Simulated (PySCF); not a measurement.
C₉H₈O₂.
Atom-mapped SMILES: `[CH2:1]=[C:2]([CH3:3])[C:4]1=[CH:5][CH:6]=[CH:7][C:8](=[O:9])[C:10]1=[O:11]`

Geometry (GFN2-xTB, Å), atoms numbered from 1 in this order:
```
atom  x, y, z in Å
C1    -1.901   -0.937    1.357
C2    -1.238    0.109    0.860
C3    -1.719    1.513    1.100
C4    -0.041   -0.059    0.039
C5     0.377    0.877   -0.851
C6     1.541    0.712   -1.667
C7     2.284   -0.411   -1.645
C8     1.912   -1.531   -0.793
O9     2.422   -2.628   -0.860
C10    0.809   -1.258    0.249
O11    0.732   -1.971    1.222
H12   -2.779   -0.797    1.966
H13   -1.606   -1.954    1.175
H14   -2.443    1.527    1.910
H15   -2.203    1.907    0.207
H16   -0.888    2.167    1.358
H17   -0.193    1.784   -0.991
H18    1.795    1.518   -2.341
H19    3.127   -0.557   -2.303
```

NICS = −σ at a ghost point: NICS(0) at the centroid of the ring atoms, NICS(1) 1 Å to either side along the normal of their mean plane, zz for the tensor component along that normal. Level: GIAO PBE0/pcSseg-1 (PySCF, non-relativistic, gas phase) on the GFN2-xTB geometry, one conformer.

Ring bond lengths (Å), with Mayer bond orders in brackets: C4–C5 1.358 (1.68), C5–C6 1.431 (1.16), C6–C7 1.346 (1.69), C7–C8 1.456 (1.08), C8–C10 1.541 (0.86), C10–C4 1.484 (0.93).

Problem. Give the NICS values of each ring in ppm.

Solution. 
```tsv
ring	type	NICS(0)	NICS(1), two faces	NICS(1)zz, two faces	rms pucker (Å)	centre to ring atoms, mean (Å)
C4–C5–C6–C7–C8–C10	6-membered carbocycle; formal bonds 2 double, 4 single	10.8	2.3 / 2.6	9.2 / 9.3	0.06	1.43
```

Problem. What can be read from them?

Solution. 
- C4–C5–C6–C7–C8–C10: mean NICS(1)zz 9.2 ppm, deshielded. The ring is puckered (0.06 Å rms). NICS(0) lies 8 ppm above the mean NICS(1).

Problem. What does the geometric index give? HOMA = 1 − mean of α(R − Ropt)² over the ring bonds, with Krygowski's 1993 parameters (CC: Ropt 1.388 Å, α 257.7 Å⁻²).

Solution. 
- C4–C5–C6–C7–C8–C10: HOMA -0.79 = 1 − EN − GEO, with mean bond length 1.436 Å, EN = α(Ropt − mean)² = 0.592 and GEO = α × variance = 1.198.

Problem. How shielded are the nuclei of the rings and their hydrogens (means over atoms taken as equivalent)?

Solution. 
| atoms | environment | σ isotropic (ppm) | principal values of the symmetric part, first atom (ppm) |
| --- | --- | --- | --- |
| C4 | fully substituted alkene carbon | 37.1 | -56.6, 24.5, 143.4 |
| C5 | alkene CH carbon | 53.1 | -52.3, 49.3, 162.3 |
| C6 | alkene CH carbon | 40.6 | -87.5, 46.2, 163.2 |
| C7 | alkene CH carbon | 53.7 | -40.5, 52.2, 149.2 |
| C8 | ketone carbonyl carbon | -4.9 | -100.2, -25.8, 111.1 |
| C10 | ketone carbonyl carbon | -4.4 | -95.8, -21.3, 104.0 |
| H17 | vinylic hydrogen | 25.17 | 21.8, 23.3, 30.5 |
| H18 | vinylic hydrogen | 24.59 | 22.4, 23.7, 27.6 |
| H19 | vinylic hydrogen | 25.61 | 22.8, 24.9, 29.1 |
